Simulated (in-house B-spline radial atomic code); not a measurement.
Cd. Computed with a B-spline radial atomic code. Model: non-relativistic spherical atom: semilocal Troullier-Martins pseudo-atom, one channel per l, against all electrons, high spin, G0W0 and RPA with empty states to l = 8, local potential for every l without a channel, a model core (radius 0 = none) keeps its share of the functional.

Without relativity these are model numbers for so heavy an element.

What the tables leave out is listed at the end.

The pseudopotential gives back the lowest level of each angular momentum of its own functional in the configuration it was made in; a second state of the same l is only approximately right. Exact exchange, RPA and GW see the smooth pseudo-orbitals and miss the exchange with the core, for which the functional's share stands in. The column with an uncorrelated core keeps all orbitals and exact exchange, and so separates missing core correlation from pseudisation. Only the three outermost levels and the lowest empty one were computed. RPA here is direct RPA, with no exchange kernel, and its energies carry an (l + 1/2)⁻⁴ tail. A hybrid on a potential with a model core restores only its own semilocal share of the core's exchange.

Command:
```bash
python run_psgw.py task.json out
```
Settings (lengths in bohr, energies in hartree):
```
Z                      48
electrons              48
configuration          [Kr] 4d10 5s2
generated_in           [Kr] 4d10 5s2
functional             pbe,pbe
core_shells            8
radius_factor          0.8
core_correction        True
ion_configuration      [Kr] 4d10 5s1
```

Cost of the run: 78 s on 1 thread of Arm Neoverse N1, with other jobs on the host.

Given: made with PBE; model core radius 0.803 bohr; local radius 1.064 bohr; mean-field start PBE.

Valence shells of the generating configuration: 4d, 5s.

Channel: s 1.952, p 2.687, d 0.778 (radii in bohr).

Computed: largest level miss in the spin-unpolarised generating configuration 0.002 eV; valence RPA correlation energy all-electron orbitals -0.69903 hartree; all-electron RPA polarisability, core included 44.319 bohr³; pseudo-atom RPA polarisability 44.293 bohr³; ionisation by mean-field all-electron 8.5068 eV; ionisation by RPA all-electron 8.8345 eV; ionisation by RPA pseudo minus all 0.541 eV.

```csv
level,occupied,mean-field all-electron (eV),mean-field pseudo minus all (eV),G0W0 all-electron (eV),G0W0 uncorrelated core minus all (eV),G0W0 pseudo minus all (eV),exchange self-energy all-electron (eV),exchange self-energy pseudo (eV)
5s,1,-5.2787,0,-8.4767,0.02,-0.243,-10.99,-10.05
```

(1) What is the ionisation by mean-field pseudo minus all?

(2) What is the valence RPA correlation energy pseudo?

Given: mean-field start PBE0.

Computed: valence RPA correlation energy pseudo -1.0268 hartree; all-electron RPA polarisability, core included 39.588 bohr³; pseudo-atom RPA polarisability 37.725 bohr³; ionisation by mean-field all-electron 8.2504 eV; ionisation by mean-field pseudo minus all 0.221 eV; ionisation by RPA pseudo minus all 0.629 eV.

```csv
level,occupied,mean-field all-electron (eV),mean-field pseudo minus all (eV),G0W0 all-electron (eV),G0W0 uncorrelated core minus all (eV),G0W0 pseudo minus all (eV),exchange self-energy all-electron (eV),exchange self-energy pseudo (eV)
5s,1,-5.9494,-0.178,-8.536,0.023,-0.463,-10.783,-10.164
```

(3) What is the valence RPA correlation energy all-electron orbitals?

(4) What is the ionisation by RPA all-electron?

Answers

(1) 0.005 eV.

(2) -1.072 hartree.

(3) -0.65409 hartree.

(4) 8.6607 eV.

Among the listed levels the largest G0W0 shift of the pseudo-atom is -0.46 eV, for 5s on the PBE0 start, while leaving the core uncorrelated moves that level by +0.02 eV. So pseudisation and the lost core exchange, not the missing core correlation, make the error. Not in the tables (levels of low weight, unsolved or above zero; the highest and the empty levels are kept at any weight): on PBE the G0W0 levels 4d (pseudo minus all +1.95 eV, weights 0.68 and 0.40), 5p (pseudo minus all -0.08 eV, weights 0.90 and 0.90); on PBE0 the G0W0 levels 4d (pseudo minus all +2.72 eV, weights 0.79 and 0.41), 5p (pseudo minus all -0.03 eV, weights 0.93 and 0.93); no Hartree-Fock pseudo-atom is run with a model core.
